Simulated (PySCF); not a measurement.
## Dipole response of P (phosphorus, neutral)

[Ne] 3s2 3p3, high-spin 4S determinant. All numbers are calculated (PySCF 2.14, scalar relativity by spin-free X2C-1e, in aug-cc-pCVQZ-DK). Coupled (time-dependent) response in atomic units; α is the mean over directions.

| method | mean α (bohr³) | C₆ (like pair) | S(−4) |
| --- | --- | --- | --- |
| UHF | 25.45 | 187.9 | 197.5 |
| PBE | 27.70 | 206.7 | 264.7 |
| PBE0 | 26.53 | 196.4 | 229.7 |
| r2SCANh | 26.45 | 202.8 | 210.3 |

S(−4) is the Cauchy moment in α(ω) = α(0) + S(−4) ω² + …

Reference α: 25 ± 1 bohr³ (recommended; Schwerdtfeger and Nagle, table of static dipole polarizabilities (2023 update)). Published C₆: 185.0 (Chu and Dalgarno (2004); Tang, Norbeck and Certain (1976)).

α(iu) at PBE0:

| u (hartree) | α(iu) (bohr³) |
| --- | --- |
| 0 | 26.53 |
| 0.0500 | 25.97 |
| 0.100 | 24.46 |
| 0.200 | 20.09 |
| 0.300 | 15.77 |
| 0.500 | 9.669 |
| 0.750 | 5.683 |
| 1.00 | 3.671 |
| 1.50 | 1.886 |
| 2.00 | 1.160 |
| 3.00 | 0.5894 |
| 5.00 | 0.2606 |

A single London oscillator, α(iu) = α/(1 + u²/ω²), gives C₆ = (3/4) ω α². Matching the computed C₆ needs ω = 4 × 196.4 / (3 × 26.53²) = 0.372 hartree.
